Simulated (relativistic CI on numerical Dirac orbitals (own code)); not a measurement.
## Spin-allowed bands of a d2 ion in an octahedral site, by hand

Problem. Take Δ = 26800 cm⁻¹ and B = 600 cm⁻¹ for a d2 ion in an octahedral site. Calculate the three spin-allowed bands.

Working.
1. The terms of highest spin are 3F (energy 0) and 3P (15B = 9000 cm⁻¹). Here the F term splits into A2 at +1.2Δ = 32160, T2 at +0.2Δ = 5360 and T1 at −0.6Δ = -16080 cm⁻¹.
2. The two T1 states mix through the element 0.4Δ: H = [[-16080, 10720], [10720, 9000]], with roots ½(H₁₁ + H₂₂) ∓ ½√[(H₂₂ − H₁₁)² + 4H₁₂²] = ½(-7080) ∓ ½(32995) = -20038 and 12958 cm⁻¹.
3. The ground term is 3T1 at -20038 cm⁻¹.
4. Bands: 3T2 25398 cm⁻¹ (394 nm), 3T1(P) 32995 cm⁻¹ (303 nm), 3A2 52198 cm⁻¹ (192 nm).

Check. Exact diagonalisation of the whole d2 shell with these parameters gives 3T2 25398, 3T1 32995, 3A2 52198 cm⁻¹. The match is exact, since without spin-orbit coupling no other term has this spin. The ratio of the second band to the first, 1.299, depends on Δ/B = 44.7 alone, which is how a Tanabe-Sugano diagram is read.
